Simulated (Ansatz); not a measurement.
ClHZn (SMILES [Cl][ZnH]) moved off its minimum; all values from Ansatz (an electronic-structure program), cores frozen in correlated methods.
(charge 0, multiplicity 1)
```xyz
3

Zn     0.0010    -0.0016    -0.5603
H      0.0321    -0.0447    -2.2273
Cl    -0.0602     0.0394     1.4604
```

**Question.** Give the forces (eV/Å), the total energy and the dipole at CCSD(T)/def2-TZVPPD.

**Answer.** 
```json
[
 {"atom": "Zn1", "Fx": "0.061", "Fy": "-0.084", "Fz": "-3.261"},
 {"atom": "H2", "Fx": "-0.021", "Fy": "0.047", "Fz": "1.650"},
 {"atom": "Cl3", "Fx": "-0.041", "Fy": "0.037", "Fz": "1.611"}
]
```
Energy -2238.6362 hartree, dipole 1.20 D.
